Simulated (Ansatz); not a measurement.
One elementary step

Start structure (ZnH$_{4}$O$_{2}$, singlet), relaxed at PBE0-D4/def2-TZVP:

Zn1  (-0.016, -0.331, -1.037)
H2  (-0.313, 0.078, -2.477)
O3  (0.324, -1.217, 0.522)
H4  (-0.768, 1.760, 0.813)
O5  (0.020, 1.296, 0.521)
H6  (0.580, -2.138, 0.521)
H7  (0.173, 0.552, 1.136)
(Å)

The step: ZnH₂O ([OH][ZnH]) + H₂O → ZnH₂O₂ ([OH][Zn][OH]) + H₂; bonds formed: H2–H4; dative contacts that become bonds: Zn1–O5; bonds broken: Zn1–H2, H4–O5. Ansatz 0.2.0; basis: def2-TZVPP and def2-QZVPP; cores frozen in the correlated methods. The 3s and 3p shells of Cu and Zn are frozen; filled d shells are correlated. Extrapolation: Hartree–Fock as exp(−7.88 √X), correlation as X^−2.97. Energies below are by CCSD(T) at an estimated basis limit (MP2 extrapolated from triple and quadruple zeta, plus CCSD(T) − MP2 in triple zeta).

**Question.** What are the electronic barrier and the energy of the step, from the start structure to the end structure? (To be estimated.)

**Answer.** The calculation gives: Barrier 34.52 kcal/mol; step energy 8.66 kcal/mol (uphill); reverse barrier, their difference, 25.86 kcal/mol. Barrier and step energy count from the start structure, the reverse barrier from the end structure.

The saddle point: One imaginary mode of 1246i cm⁻¹.
| pair | start (Å) | saddle (Å) | end (Å) |
| --- | --- | --- | --- |
| Zn1–O5 | 2.25 | 1.94 | 1.77 |
| H2–H4 | 3.72 | 0.99 | 0.75 |
| Zn1–H2 | 1.53 | 1.85 | 2.49 |
| H4–O5 | 0.96 | 1.30 | 2.77 |

Zero-point energy (harmonic, PBE0-D4): ZPE is 27.78 kcal/mol at the start and 24.32 kcal/mol at the saddle, so the barrier goes from 34.52 to 31.05 kcal/mol.

First-order rate constant out of the start structure at 298 K by transition-state theory, with harmonic vibrational free energies alone and no tunnelling: ΔA‡ = 31.10 kcal/mol, so k = (kB T/h) exp(−ΔA‡/kB T) ≈ 10^-10 s⁻¹ (an order of magnitude at best: rotation, the number of equivalent paths and anharmonicity are left out).

The T1 diagnostic stays at or below 0.017.

The step is the kind of ligand exchange by which a precursor binds to a hydroxyl group, or is hydrolysed, in atomic layer deposition of oxides.

Labels in which every atom is bracketed show which atoms are joined, not bond orders.

For scale, one of the runs: CCSD(T)/def2-TZVPP, 182 basis functions, launched by `ansatz run in.yaml --threads 4 --pin off --events-out ev --progress --plain --max-ram 9574MiB`. The run took 31 s on 4 CPU threads of an Arm Neoverse V2 (shared host), with 1.9 GiB of host memory at its peak.
